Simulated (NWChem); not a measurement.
Molecule: BF

```xyz
2

B      0.0000     0.0000    -0.8151
F      0.0000     0.0000     0.4596
```
Atoms are numbered in this order, from 1.

Results from NWChem. The geometry was optimised at PBE-D3(BJ)/def2-SVP. GIAO values for the isolated, static molecule; σ is the absolute isotropic shielding.

```tsv
level	basis functions	σ B1 (ppm)	σ F2 (ppm)
PBE0/pcSseg-0	18	74.4	36.6
PBE0/pcSseg-1	34	70.3	68.3
PBE0/pcSseg-2	72	69.7	79.8
PBE0/pcSseg-3	144	69.4	80.0
```
